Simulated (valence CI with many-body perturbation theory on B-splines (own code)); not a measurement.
Sc: key properties

Computed by configuration interaction combined with many-body perturbation theory (CI+MBPT): three valence electrons over a frozen Dirac-Fock core [Ar], a basis of 9 s, 9 p, 10 d, 8 f, 5 g, 3 h, 1 i functions for each j, with the one-electron correlation potential Σ1 (screened to all orders), the two-electron term Σ2, the three-electron term Σ3, Breit, model QED; selected single and double excitations, second order for the rest (own B-spline code, finite nucleus).

Against 36 measured levels this calculation errs by 392 cm⁻¹ on average and by 1105 at most. These come from a selection out of the NIST Handbook of Basic Atomic Spectroscopic Data. Levels without a partner in it may be off by more, other configurations by 1,000 to 4,000 cm⁻¹.

Rates and lifetimes use the calculated energies. Strong lines usually hold to 10 to 20 %, long lifetimes can be off by a factor of two.

**Question.** What is the ground level?

**Answer.** 3d 4s2 2D_3/2, composition 90 % 3d 4s2 2D + 4 % 3d 4p2 2D, g = 0.799.

**Question.** What are the static dipole polarisabilities of the lowest levels?

**Answer.** 3d 4s2 2D_3/2 125 (tensor 4.5); 3d 4s2 2D_5/2 125 (tensor 6.5) bohr³, of which the core gives 2.13. The recommended value for the atom is 97 ± 10 bohr³ (Schwerdtfeger and Nagle, table of static dipole polarizabilities (2023 update)).

**Question.** Among levels below 4.138 eV, which E1 lines absorb most strongly from the ground level?

**Answer.** to 3d 4s 4p 2F°_5/2 at 396.8 nm, f = 0.522; to 3d 4s 4p 2D°_3/2 at 408.3 nm, f = 0.383; to 3d 4s 4p 2P°_1/2 at 326.0 nm, f = 0.238.

**Question.** Where does the other parity begin?

**Answer.** At 3d 4s 4p 4F°_3/2, 1.923 eV.

**Question.** How is the term 2D of the ground level split?

**Answer.** J = 3/2 at 0.0000, J = 5/2 at 0.0210 eV.
